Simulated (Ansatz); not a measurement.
The same group exchange along the group O, S, Se.

Program: Ansatz. Geometries: PBE0-D4/def2-TZVP. ΔE: electronic, gas phase. CBS: MP2 limit from def2 TZ/QZ plus the TZ coupled-cluster correction, frozen cores. This one scheme is used for every species. Functionals use def2-TZVPP. B3LYP here is the variant with VWN-RPA as its local correlation; programs differ in this. For Ga, Se outer-core shells are correlated without core-valence functions, which leaves a few kJ/mol of doubt a bond. Scalar relativity is left out up to krypton. Each species was taken in one conformer, which may not be the lowest.

```csv
reaction,B2PLYP (kJ/mol),LDA (SPW92) (kJ/mol),B3LYP-D4 (kJ/mol),CCSD(T)/CBS(def2) (kJ/mol)
`[OH][Al]([F])[F]` + `[Cl][GaH][Cl]` → `[OH][Ga]([Cl])[Cl]` + `[F][AlH][F]`,78,78,80,78
`[F][Al]([F])[SH]` + `[Cl][GaH][Cl]` → `[SH][Ga]([Cl])[Cl]` + `[F][AlH][F]`,19,22,18,20
`[F][Al]([F])[SeH]` + `[Cl][GaH][Cl]` → `[Cl][Ga]([Cl])[SeH]` + `[F][AlH][F]`,10,15,9,12
```

Largest T1 diagnostic: 0.013, for `[F][AlH][F]`.
